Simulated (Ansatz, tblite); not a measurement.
Cost and result up the ladder for diborane 1,2-di F (B₂H₄F₂) (8 atoms). Charge 0, multiplicity 1. Geometry: B3LYP-D4/def2-TZVP.

```xyz
8

B     0.783   -0.426    0.128
F     0.769   -1.619    0.741
H     1.795    0.074   -0.244
H     0.142    0.509    0.833
B    -0.768    0.447   -0.141
F    -1.917   -0.107    0.275
H    -0.745    1.504   -0.685
H    -0.058   -0.383   -0.907
```

Ansatz on 4 threads of Arm Neoverse V1 on a shared host; xTB runs through tblite on one thread. Times are rough, summed over both states, and most runs start from the orbitals of an earlier one. PBE0-D4/def2-TZVP serves as the yardstick here, not as an exact answer. The other state is a triplet.

The xTB rows come from tblite.

xTB has no spin-polarisation term.

```json
{"level": "GFN2-xTB", "functions": "20", "wall time": "0.006 s", "vertical triplet (eV)": "6.19", "difference from PBE0-D4/def2-TZVP (eV)": "-1.08"}
{"level": "GFN1-xTB", "functions": "24", "wall time": "0.017 s", "vertical triplet (eV)": "7.17", "difference from PBE0-D4/def2-TZVP (eV)": "-0.10"}
{"level": "PBE-D4/def2-TZVP", "functions": "148", "wall time": "2.6 s", "vertical triplet (eV)": "6.64", "difference from PBE0-D4/def2-TZVP (eV)": "-0.63"}
{"level": "PBE0-D4/def2-TZVP", "functions": "148", "wall time": "3.7 s", "vertical triplet (eV)": "7.27", "difference from PBE0-D4/def2-TZVP (eV)": "0.00"}
{"level": "r2SCAN-D4/def2-TZVP", "functions": "148", "wall time": "4.7 s", "vertical triplet (eV)": "6.93", "difference from PBE0-D4/def2-TZVP (eV)": "-0.34"}
```
